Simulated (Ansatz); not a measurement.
C2H6N2OSi (`O=C[SiH]1NCN1`). Charge 0, multiplicity 1.

Cartesian coordinates in Å:
```
O 2.671 -0.541 -0.663
C 2.161 0.058 0.255
Si 0.323 -0.256 0.727
N -0.605 -1.047 -0.484
C -1.426 0.161 -0.663
N -0.785 1.011 0.355
H 2.777 0.795 0.830
H 0.354 -0.797 2.120
H -0.275 -1.525 -1.305
H -1.341 0.581 -1.673
H -2.487 -0.019 -0.445
H -1.367 1.580 0.944
```

**Question.** Give the diagnostics of a CCSD(T)/def2-TZVPP run (frozen core, Ansatz). (Best estimate.)

**Answer.** Computed: T1 = 0.0133, largest single amplitude 0.024, largest double 0.049, (T) share of the correlation energy 4.1 %, 10 CCSD cycles. The RHF solution is stable towards an unrestricted one. T1 lies under the customary mark of 0.02 for closed shells.
